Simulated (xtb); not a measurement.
C4H12Ge, charge +1, doublet, from a rough starting geometry (a state made from the parent by changing its charge; the spin is typed, not shown lowest); GFN2-xTB in xtb.

Here is a job for xtb.
```
$ xtb mol.xyz --gfn 2 --chrg 1 --uhf 1 --opt vtight --json

# file mol.xyz
17

Ge     1.81115968     0.88979937    -0.06856363
C      0.53550665    -0.14633258     1.02439530
C     -0.77743401    -0.38170209     0.34662968
C     -0.62466605    -1.52296140    -0.67744910
C     -1.38357560     0.83845846    -0.20264636
H      3.12794785     0.93575976     0.70664434
H      2.13430213     0.36610225    -1.32976129
H      1.44480196     2.32224828    -0.19194348
H      0.39399174     0.46475426     1.91761983
H      1.04397500    -1.04281335     1.35256791
H     -1.48465037    -0.84596764     1.19558076
H      0.12078043    -1.19678822    -1.44293280
H     -1.57399872    -1.71059385    -1.18026809
H     -0.23491175    -2.44485559    -0.25711336
H     -0.83856707     1.11096612    -1.10939948
H     -1.43005592     1.62335152     0.52474223
H     -2.44099494     0.61962583    -0.60151704
```

Output, abridged:

```
   ID    Z sym.   atoms
    1   32 Ge     1
    2    6 C      2-5
    3    1 H      6-17

           -------------------------------------------------
          |                Calculation Setup                |
           -------------------------------------------------

           -------------------------------------------------
          |                 G F N 2 - x T B                 |
           -------------------------------------------------

          ...................................................
          :                      SETUP                      :
          :.................................................:
          :  # basis functions                  38          :
          :  # atomic orbitals                  37          :
          :  # shells                           23          :
          :  # electrons                        31          :
          :  max. iterations                   250          :
          :  Hamiltonian                  GFN2-xTB          :
          :  restarted?                      false          :
          :  GBSA solvation                  false          :
          :  PC potential                    false          :
          :  electronic temp.          300.0000000     K    :
          :  accuracy                    1.0000000          :
          :  -> integral cutoff          0.2500000E+02      :
          :  -> integral neglect         0.1000000E-07      :
          :  -> SCF convergence          0.1000000E-05 Eh   :
          :  -> wf. convergence          0.1000000E-03 e    :
          :  Broyden damping             0.4000000          :
          :  net charge                          1          :
          :  unpaired electrons                  1          :
          ...................................................

 iter      E             dE          RMSdq      gap      omega  full diag
   1    -16.1372224 -0.161372E+02  0.318E+00    6.45       0.0  T
   2    -15.9986525  0.138570E+00  0.625E+00    8.26       1.0  T
   3    -16.2879119 -0.289259E+00  0.388E+00    8.05       1.0  T
   4    -16.2879584 -0.464603E-04  0.386E+00    8.05       1.0  T
   5    -16.2168664  0.710919E-01  0.333E+00    8.07       1.0  T
   6    -16.2986405 -0.817741E-01  0.944E-01    7.82       1.0  T
   7    -16.3032512 -0.461073E-02  0.725E-01    7.69       1.0  T
   8    -16.3044851 -0.123384E-02  0.443E-01    7.72       1.0  T
   9    -16.3047928 -0.307722E-03  0.187E-01    7.72       1.0  T
  10    -16.3048778 -0.849715E-04  0.965E-02    7.74       1.0  T
  11    -16.3048955 -0.177102E-04  0.740E-02    7.74       1.0  T
  12    -16.3049131 -0.176194E-04  0.245E-02    7.74       1.0  T
  13    -16.3049146 -0.154336E-05  0.317E-03    7.74       7.7  T
  14    -16.3049146  0.744775E-07  0.478E-03    7.74       5.1  T
  15    -16.3049146 -0.754881E-07  0.271E-03    7.74       9.0  T
  16    -16.3049147 -0.218342E-07  0.795E-04    7.74      30.5  T
  17    -16.3049147 -0.190519E-08  0.271E-04    7.74      89.6  T

   *** convergence criteria satisfied after 17 iterations ***

         :::::::::::::::::::::::::::::::::::::::::::::::::::::
         ::                     SUMMARY                     ::
         :::::::::::::::::::::::::::::::::::::::::::::::::::::
         :: total energy             -16.085540186514 Eh    ::
         :: gradient norm              0.111520621911 Eh/a0 ::
         :: HOMO-LUMO gap              7.737777564362 eV    ::
         ::.................................................::
         :: SCC energy               -16.304881850358 Eh    ::
         :: -> isotropic ES            0.083052318554 Eh    ::
         :: -> anisotropic ES         -0.008681293716 Eh    ::
         :: -> anisotropic XC          0.011233448175 Eh    ::
         :: -> dispersion             -0.008815410982 Eh    ::
         :: repulsion energy           0.219341663844 Eh    ::
         :: add. restraining           0.000000000000 Eh    ::
[...]
 * total energy  :   -16.1078132 Eh     change       -0.6966961E-05 Eh
 * total energy  :   -16.1078191 Eh     change       -0.5943131E-05 Eh
 * total energy  :   -16.1078215 Eh     change       -0.2412254E-05 Eh
 * total energy  :   -16.1078222 Eh     change       -0.6380681E-06 Eh
 * total energy  :   -16.1078225 Eh     change       -0.3758460E-06 Eh
 * total energy  :   -16.1078229 Eh     change       -0.3530003E-06 Eh
 * total energy  :   -16.1078232 Eh     change       -0.3515982E-06 Eh
 * total energy  :   -16.1078234 Eh     change       -0.2017517E-06 Eh
 * total energy  :   -16.1078236 Eh     change       -0.1522000E-06 Eh
 * total energy  :   -16.1078238 Eh     change       -0.1806048E-06 Eh
 * total energy  :   -16.1078240 Eh     change       -0.2287424E-06 Eh
 * total energy  :   -16.1078241 Eh     change       -0.7933780E-07 Eh
   *** GEOMETRY OPTIMIZATION CONVERGED AFTER 22 ITERATIONS ***
         :: total energy             -16.107824075934 Eh    ::
[...]
       ...                                ...                  ...
        37                          1.0069851              27.4015
      -------------------------------------------------------------
                  HL-Gap            0.2407734 Eh            6.5518 eV
             Fermi-level           -0.5259329 Eh          -14.3114 eV

     #   Z          covCN         q      C6AA      α(0)
     1  32 Ge       3.669     0.146   169.004    23.349
     2   6 C        3.676    -0.075    22.170     6.746
     3   6 C        3.858     0.003    20.495     6.438
     4   6 C        3.754    -0.132    23.103     6.854
     5   6 C        3.753    -0.132    23.097     6.853
     6   1 H        0.939     0.082     1.955     2.186
     7   1 H        0.937     0.069     2.094     2.263
     8   1 H        0.938     0.070     2.089     2.260
     9   1 H        0.925     0.105     1.739     2.062
    10   1 H        0.925     0.104     1.750     2.069
    11   1 H        0.920     0.184     1.186     1.703
    12   1 H        0.924     0.108     1.711     2.045
    13   1 H        0.925     0.097     1.809     2.104
    14   1 H        0.925     0.083     1.949     2.183
    15   1 H        0.924     0.109     1.706     2.043
    16   1 H        0.925     0.082     1.954     2.186
    17   1 H        0.925     0.097     1.816     2.107

 Mol. C6AA /au·bohr⁶  :       2281.046418
 Mol. C8AA /au·bohr⁸  :      78775.946612
 Mol. α(0) /au        :         75.450508

Wiberg/Mayer (AO) data.
largest (>0.10) Wiberg bond orders for each atom

 ---------------------------------------------------------------------------
     #   Z sym  total        # sym  WBO       # sym  WBO       # sym  WBO
 ---------------------------------------------------------------------------
     1  32 Ge   3.321 --     6 H    0.824     8 H    0.824     7 H    0.804
                             2 C    0.612
     2   6 C    3.885 --     3 C    1.105    10 H    0.946     9 H    0.938
                             1 Ge   0.612
     3   6 C    3.976 --     2 C    1.105     4 C    1.018     5 C    1.003
                            11 H    0.773
     4   6 C    3.982 --     3 C    1.018    14 H    0.975    13 H    0.965
                            12 H    0.910
     5   6 C    3.981 --     3 C    1.003    16 H    0.974    17 H    0.969
                            15 H    0.914
     6   1 H    0.993 --     1 Ge   0.824
     7   1 H    0.994 --     1 Ge   0.804
     8   1 H    0.995 --     1 Ge   0.824
     9   1 H    0.989 --     2 C    0.938
    10   1 H    0.989 --     2 C    0.946
    11   1 H    0.946 --     3 C    0.773
    12   1 H    0.987 --     4 C    0.910
    13   1 H    0.990 --     4 C    0.965
    14   1 H    0.993 --     4 C    0.975
    15   1 H    0.987 --     5 C    0.914
    16   1 H    0.993 --     5 C    0.974
    17   1 H    0.990 --     5 C    0.969
 ---------------------------------------------------------------------------

Topologies differ in total number of bonds
Writing topology from bond orders to xtbtopo.mol

molecular dipole:
                 x           y           z       tot (Debye)
 q only:        0.533       0.203       0.220
   full:        0.610       0.156       0.438       1.949
molecular quadrupole (traceless):
                xx          xy          yy          xz          yz          zz
 q only:        5.093       3.974      -1.529       0.790       0.242      -3.565
  q+dip:        5.747       4.024      -2.277       1.375       0.481      -3.471
   full:        5.549       4.715      -2.349       0.036      -0.279      -3.199

optimized geometry written to: xtbopt.xyz

           -------------------------------------------------
          | TOTAL ENERGY              -16.107824075934 Eh   |
          | GRADIENT NORM               0.000037660232 Eh/α |
          | HOMO-LUMO GAP               6.551778555950 eV   |
           -------------------------------------------------

normal termination of xtb
```
